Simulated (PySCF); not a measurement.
A mixed set of molecules. Method used: PySCF 2.14.0, density-fitted response routines, TDDFT CAM-B3LYP/def2-SVPD, vertical, gas phase, core orbitals frozen in the response. Geometries: PBE0-D3(BJ)/def2-SVP; one conformer of each isolated species. Triplets are in the Tamm–Dancoff approximation. Relativistic effects are left out although some hold elements past zinc.

Question: Rank by computed lowest singlet excitation energy, lowest first.
A. `C=C1CC(NC=O)C1`
B. `COc1cc(OC)[se]n1`
C. `CN(C)C1=COC=C1`
D. `CCc1sc(=S)sc1Cl`
E. `CCO[C@H](C)CC`
F. `C#[C][GeH2][N]=C`
G. `F[SiH2]C(Cl)Cl`
H. `CC[Se](=O)(=O)[C@@H](F)OC`

Answer: D (2.96 eV), F (4.32 eV), B (4.54 eV), C (5.36 eV), A (5.73 eV), G (6.47 eV), H (6.60 eV), E (7.24 eV).

```
                   SMILES  S1 (eV)  f (S1)  T1 (eV)  gap (eV)  LUMO (eV)  HOMO (eV)      S1 mainly
          CCc1sc(=S)sc1Cl     2.96   0.000        –      6.44      -1.16      -7.60    H-1→L (99%)
         C#[C][GeH2][N]=C     4.32   0.000     3.66      9.00       0.42      -8.58      H→L (97%)
         COc1cc(OC)[se]n1     4.54   0.000        –      8.27       0.50      -7.77      H→L (88%)
             CN(C)c1ccoc1     5.36   0.042     3.80      8.06       1.27      -6.80      H→L (84%)
           C=C1CC(NC=O)C1     5.73   0.001        –      9.57       0.88      -8.70  H-2→L+3 (87%)
           F[SiH2]C(Cl)Cl     6.47   0.006     5.84     10.27       0.33      -9.94      H→L (82%)
CC[Se](=O)(=O)[C@@H](F)OC     6.60   0.069     5.84     10.06       0.58      -9.47      H→L (55%)
            CCO[C@H](C)CC     7.24   0.010     7.08     10.16       1.41      -8.74      H→L (88%)
```

H and L stand for HOMO and LUMO; a dash means that no computed state gives the value.

Mean S1 by what the SMILES shows (count): single bonds only 6.85 eV (2); a double or triple bond but no aromatic ring 5.55 eV (3); an aromatic ring 4.29 eV (3).

- `CCc1sc(=S)sc1Cl`: Löwdin shares by element: HOMO sulfur 59%, carbon 12% or more (atoms not listed hold the other 29%); LUMO sulfur 60%, carbon 36% or more.
- `C#[C][GeH2][N]=C`: Löwdin shares by element: HOMO nitrogen 58%, carbon 17% or more, germanium 7%, hydrogen 6% or more; LUMO carbon 41% or more, nitrogen 34%, hydrogen 15% or more.
- `COc1cc(OC)[se]n1`: Löwdin shares by element: HOMO selenium 46%, oxygen 15% or more, nitrogen 12%, carbon 9% or more (atoms not listed hold the other 19%); LUMO selenium 58%, carbon 14% or more, nitrogen 12% (atoms not listed hold the other 16%).
- `CN(C)c1ccoc1`: Löwdin shares by element: HOMO carbon 36% or more, nitrogen 30%, oxygen 9% (atoms not listed hold the other 25%); LUMO carbon 39% or more, hydrogen 7% or more (atoms not listed hold the other 54%).
- `C=C1CC(NC=O)C1`: Löwdin shares by element: HOMO carbon 81% or more (atoms not listed hold the other 19%); LUMO carbon 28% or more, hydrogen 22% or more (atoms not listed hold the other 50%).
- `F[SiH2]C(Cl)Cl`: Löwdin shares by element: HOMO chlorine 63%, carbon 19%, silicon 10%; LUMO chlorine 54%, carbon 20%, silicon 13%.
- `CC[Se](=O)(=O)[C@@H](F)OC`: Löwdin shares by element: HOMO oxygen 51% or more, selenium 12%, carbon 11% or more (atoms not listed hold the other 26%); LUMO selenium 23%, oxygen 19% or more, carbon 11% or more (atoms not listed hold the other 48%).
- `CCO[C@H](C)CC`: Löwdin shares by element: HOMO oxygen 55%, carbon 26% or more (atoms not listed hold the other 19%); LUMO carbon 41% or more (atoms not listed hold the other 59%).
